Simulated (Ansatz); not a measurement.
Ansatz (a first-principles code) input:

Ansatz 0.2 input:
```yaml
crystal:
  periodic: [false, false, false]
  atoms:
    - {symbol: Zn, position_ang: [-0.00000000, -0.00000000, -0.39802834]}
    - {symbol: F, position_ang: [0.00000000, 0.00000000, 1.32676115]}
basis:
  gaussian:
    orbitals: def2-TZVP
hamiltonian:
  xc: b3lyp
  dispersion: d3bj
total_charge: 1
phonons: {temperatures: {t_min: 298.15, t_max: 298.15, t_step: 100}}
```

Q: Which total energy does the run end on?

A: -1878.97684 Eh (B3LYP-D3(BJ)/def2-TZVP). The basis has 79 functions.
